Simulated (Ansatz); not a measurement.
Ansatz (a program for electronic structure) input (r2SCANh/def2-TZVPD):

Ansatz 0.2 input:
```yaml
crystal:
  periodic: [false, false, false]
  atoms:
    - {symbol: Rb, position_ang: [-0.00000000, -0.00000000, -2.26731938]}
    - {symbol: I, position_ang: [0.00000000, 0.00000000, 1.58284561]}
basis:
  gaussian:
    orbitals: def2-TZVPD
hamiltonian:
  xc: {name: r2SCANh}
total_charge: 1
magnetization: {spin_polarized: true, initial_magnetization: 1}
output: {forces: true}
```

Output:

```
Functional definition: r2SCANh
integrals: 0.04 GiB planned
741 factors; their error is unknown
mean field: 0.41 GiB planned
mean field evaluation 1: about -8753.1700 eV, gradient 1.7e1 eV
mean field evaluation 2: about -8754.0310 eV, gradient 1.6e1 eV
mean field evaluation 4: about -8754.7371 eV, gradient 3.6e-1 eV
mean field evaluation 8: about -8754.8287 eV, gradient 2.6e-2 eV
mean field evaluation 16: about -8754.8287 eV, gradient 7.1e-5 eV
mean field evaluation 32: about -8754.8287 eV, gradient 2.3e-6 eV
mean field -8754.82870451 eV, -321.7340206546 hartree, gradient 3.0e-6 eV, S^2 0.754822; 6 other end points of the search recorded, 0 dependent functions left out
the calculation of the forces begins
reference -8754.82871708 eV, -321.7340211168 hartree; 17, 16 occupied and 75, 76 virtual orbitals, 741 factors
Total energy: -8754.82871708 eV, -321.7340211168 hartree
Atom 0 at    -0.000000    -0.000000    -2.267319 Å, force     0.000000     0.000000     0.024725 eV/Å
Atom 1 at     0.000000     0.000000     1.582846 Å, force    -0.000000    -0.000000    -0.024725 eV/Å
Dipole moment:    -0.000000    -0.000000    -1.910361 e Å
```
